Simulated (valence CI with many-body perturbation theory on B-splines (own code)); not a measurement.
A CI+MBPT run for Pm48+

Computed by valence CI with perturbative core correlation (CI+MBPT): three valence electrons over a frozen Dirac-Fock core [Ne], radial functions for each j: 11 s, 11 p, 9 d, 7 f, 5 g, 2 h, 1 i, with the one-electron correlation potential Σ1 (screened to all orders), the two-electron term Σ2, the three-electron term Σ3, Breit, model QED; selected single and double excitations, second order for the rest (own B-spline code, finite nucleus).

Command, and the settings that its task file holds:

```sh
python run_cv.py task.json out
```

```
atom Pm  Z=61  mass_number=145  rms_radius_fm=4.9620
core [Ne]
valence 3s2 3p1
avg = 1
basis = L
breit = 1
cap = 40000
capref = 1200
cscale = 1
de = 0.0
dress = 0
eps = 2e-08
h = 0.27
hh = 1
l2 = 3
lcore = 6
maxit = 60
n2 = 5
natural = 1
nlev = 60
nno = [7, 7, 6, 5, 4, 2, 1]
nroot = 26
nsp = [4, 4, 3, 2, 1, 0, 0]
pt2 = 1
qed = 1
rpa = 1
s1 = 1
s2 = 1
s3 = 1
screen = 1
tol = 2e-05
```

Question: Roughly how long does this run take on one core of Arm Neoverse V1, and how much memory?

Answer: 94 s on 1 thread of Arm Neoverse V1 (shared host), peak memory 0.65 GiB.

Log. The first blocks belong to the next ion, which gives the ionisation energy. Fields: 2J, parity (1 odd), roots, reference size, generating configurations, candidates as configurations/state functions, variational space P, stored matrix elements, Davidson steps; e2 is the range of second-order energies in hartree. The first line gives the box (bohr), its intervals, the orbitals and the steps of their self-consistent field. Window is the range of levels sought, series limit the energy at which the first omitted orbital would enter, core excitation an estimate of the first excitation out of the core, left out the lowest levels not solved, and shifts from estimates the range by which levels moved from their first estimate, all in cm⁻¹.

```
rmax 2.3 intervals 56 orbitals 81 references ['3s2 3p', '3s 3p2', '3s2 3d', '3s 3p 3d', '3p3'] scf 2 t 0.9
2J=0 par=0 roots 2 ref 20 generators 4 cand 362/362 P 365/365 nnz 0 it 0
2J=0 par=0 roots 2 ref 20 generators 4 cand 17/17 P 381/381 nnz 0 it 0
   second order: generators 7 cand 1/1 e2 -0.00000 -0.00000
reference levels 715, estimated 128, window 6298003 1/cm; series limit 25671295, core excitation 44643100
2J=1 par=1 roots 7 ref 55 generators 8 cand 3593/5470 P 3569/5411 nnz 4e+06 it 4
2J=1 par=1 roots 7 ref 55 generators 11 cand 1723/2614 P 4258/6511 nnz 5.6e+06 it 4
   second order: generators 17 cand 4342/6842 e2 -0.00001 -0.00000
2J=1 par=0 roots 9 ref 58 generators 11 cand 3572/5478 P 4070/6241 nnz 5.3e+06 it 5
2J=1 par=0 roots 9 ref 58 generators 12 cand 1253/1795 P 4591/7076 nnz 6.7e+06 it 3
   second order: generators 19 cand 4005/6292 e2 -0.00001 -0.00000
2J=3 par=1 roots 12 ref 89 generators 14 cand 5474/11398 P 3832/7998 nnz 8.6e+06 it 5
2J=3 par=1 roots 12 ref 89 generators 14 cand 2836/5989 P 5308/11405 nnz 1.7e+07 it 5
   second order: generators 19 cand 4098/9486 e2 -0.00001 -0.00000
2J=3 par=0 roots 13 ref 92 generators 11 cand 5416/11369 P 3769/7999 nnz 8.6e+06 it 4
2J=3 par=0 roots 13 ref 92 generators 15 cand 2910/5962 P 5607/12087 nnz 1.9e+07 it 4
   second order: generators 24 cand 3761/8780 e2 -0.00001 -0.00000
2J=5 par=0 roots 12 ref 94 generators 13 cand 5993/14152 P 3459/8000 nnz 8.8e+06 it 5
2J=5 par=0 roots 12 ref 94 generators 13 cand 3727/8745 P 5734/13871 nnz 2.5e+07 it 5
   second order: generators 23 cand 4292/11860 e2 -0.00001 -0.00000
2J=5 par=1 roots 9 ref 86 generators 11 cand 6078/14136 P 3497/7999 nnz 8.8e+06 it 5
2J=5 par=1 roots 9 ref 86 generators 11 cand 3642/8722 P 5216/12500 nnz 2.1e+07 it 5
   second order: generators 15 cand 4819/13198 e2 -0.00001 -0.00000
2J=7 par=1 roots 5 ref 63 generators 8 cand 5757/13865 P 3406/8000 nnz 9e+06 it 5
2J=7 par=1 roots 5 ref 63 generators 8 cand 3408/8427 P 4656/11288 nnz 1.7e+07 it 5
   second order: generators 10 cand 3640/10334 e2 -0.00002 -0.00001
2J=9 par=1 roots 2 ref 33 generators 4 cand 4742/11408 P 2681/6045 nnz 5.4e+06 it 4
2J=9 par=1 roots 2 ref 33 generators 4 cand 3196/7892 P 3612/8471 nnz 1e+07 it 4
   second order: generators 7 cand 5061/14486 e2 -0.00002 -0.00001
2J=7 par=0 roots 6 ref 67 generators 6 cand 5663/13821 P 3279/7999 nnz 9.3e+06 it 5
2J=7 par=0 roots 6 ref 67 generators 8 cand 3545/8386 P 4900/12250 nnz 2.1e+07 it 5
   second order: generators 15 cand 4774/13794 e2 -0.00001 -0.00000
2J=9 par=0 roots 4 ref 41 generators 5 cand 4670/11417 P 2990/7106 nnz 8.5e+06 it 4
2J=9 par=0 roots 4 ref 41 generators 7 cand 2927/6851 P 3869/9304 nnz 1.3e+07 it 4
   second order: generators 12 cand 4798/13688 e2 -0.00001 -0.00001
left out: unestimated 9138395, estimated 6953275, shifts from estimates -7 to 57
operators 0.8
```

The Davidson iterations converged.

No measured spectrum was set against this ion. As an estimate, large intervals hold to a few tenths of a per cent, small ones and those within an open d or f shell to about a per cent.

```
Valence energy                            : -478.4758 hartree
Ionisation energy                         : 4166.6 eV (NIST: 4166 ± 4 eV (theoretical))
Reference configurations for the orbitals : 3s2 3p, 3s 3p2, 3s2 3d, 3s 3p 3d, 3p3
Radial orbitals                           : 81
Box radius                                : 2.339 bohr
Largest variational space                 : 13871
Lowest levels                             : (3s^2 3p1/2) J=1/2 0.00, (3s 3p1/2^2) J=1/2 991.96, (3s^2 3p3/2) J=3/2 1178.0, (3s 3p1/2 3p3/2) J=3/2 [a] 1992.5, (3s 3p1/2 3p3/2) J=5/2 2102.0, (3s 3p1/2 3p3/2) J=3/2 [b] 2244.4, (3s 3p1/2 3p3/2) J=1/2 2310.6, (3s^2 3d3/2) J=3/2 2644.4, (3s^2 3d5/2) J=5/2 2849.4, (3p1/2^2 3p3/2) J=3/2 3237.9, (3s 3p3/2^2) J=5/2 3276.0, (3s 3p1/2 3d3/2) J=3/2 [a] 3350.3, (3s 3p1/2 3d3/2) J=5/2 3430.0, (3s 3p3/2^2) J=1/2 3492.5 × 10³ cm⁻¹
```

Levels are named by their leading jj configuration (3d3/2^4 stands for four electrons in 3d with j = 3/2), which in mixed levels can hold well under half, so a name can repeat and another be missing. Letters in brackets count levels of one name in rising energy.
